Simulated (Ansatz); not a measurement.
`[OH][Nb]([OH])([Cl])([Cl])[Cl]`, relaxed with RKS PBE0-D4/def2-TZVP in the Gaussian-basis code of Ansatz from a GFN2-xTB geometry. The force threshold is 0.005 eV/Å; the program also tests the step.

Total charge 0; spin multiplicity 1. Nb takes the def2 core potential.

Start:

```xyz
8

O     0.184    1.752   -0.220
Nb   -0.001    0.000    0.000
O    -0.184   -1.752    0.220
Cl    1.723   -0.368   -1.488
Cl    0.445    0.236    2.251
Cl   -2.173    0.132   -0.765
H     0.286    2.702   -0.332
H    -0.281   -2.702    0.333
```

Task: How much energy does the relaxation release, and in how many steps? (Estimate.)

Result: Computed: 36.77 kJ/mol, in 25 steps, 3 of them rejected.

Task: Which bonds change most? (Estimate.)

Result: The calculation gave: Nb2–O3 from 1.775 to 1.872 Å; O1–Nb2 from 1.775 to 1.872 Å; Nb2–Cl4 from 2.307 to 2.380 Å; Nb2–Cl5 from 2.307 to 2.270 Å.

Task: Give the relaxed structure. (Estimate.)

Result: Ansatz gave: 
```xyz
8

O     0.174    1.825   -0.213
Nb   -0.261    0.054    0.210
O    -0.208   -1.817    0.241
Cl    1.570   -0.322   -1.263
Cl   -0.045    0.310    2.455
Cl   -2.422    0.196   -0.471
H     0.843    2.227   -0.771
H     0.349   -2.471   -0.187
```
